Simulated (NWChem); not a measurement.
sulfur difluoride (SF2); SMILES FSF

Program: NWChem. Each level has its own optimisation; frequencies are unscaled.

For level PBE0/def2-SVP:

```yaml
lowest (cm⁻¹): 341
dipole (D): 1.41
```

What are these values for level LDA (Slater exchange, VWN5)/def2-SVP?

The lowest (cm⁻¹) comes out as 324 and the dipole (D) is 1.21.
